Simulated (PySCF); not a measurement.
All of these have the formula C5H9NOSi. Method: PySCF 2.14.0, density-fitted response routines, TDDFT wB97X-D/def2-SVPD, vertical, gas phase, core orbitals frozen in the response. Geometries: GFN2-xTB; one conformer of each isolated species. Triplets are in the Tamm–Dancoff approximation.

Task: Rank by computed HOMO energy, lowest first.
A. `C=C[C@@H]1CC(=O)[SiH2]N1`
B. `C=C1CN[Si@H]1C(C)=O`
C. `N#C[SiH]1CCOCC1`
D. `C[Si@@H]1CC[C@@H](C#N)O1`
E. `N1(C=CC1)[SiH2]C(=O)C`
F. `N#C[C@@H]1COCC[SiH2]1`

Result: D (-10.45 eV), F (-9.88 eV), C (-9.68 eV), A (-8.53 eV), B (-8.40 eV), E (-7.71 eV).

```csv
SMILES,HOMO (eV),LUMO (eV),S1 (eV),T1 (eV),α (au),S1 mainly
C[Si@@H]1CC[C@@H](C#N)O1,-10.45,1.85,7.61,6.51,85.3,H-2→L (24%)
N#C[C@@H]1COCC[SiH2]1,-9.88,1.83,7.36,6.45,88.7,H-1→L+3 (21%)
N#C[SiH]1CCOCC1,-9.68,1.39,7.11,6.08,87.1,H→L (29%)
C=C[C@@H]1CC(=O)[SiH2]N1,-8.53,0.62,3.36,2.76,90.3,H→L (94%)
C=C1CN[Si@H]1C(C)=O,-8.40,0.36,3.26,2.65,93.7,H→L (81%)
CC(=O)[SiH2]N1C=CC1,-7.71,0.62,3.54,2.93,93.7,H-1→L (96%)
```

H and L stand for HOMO and LUMO.
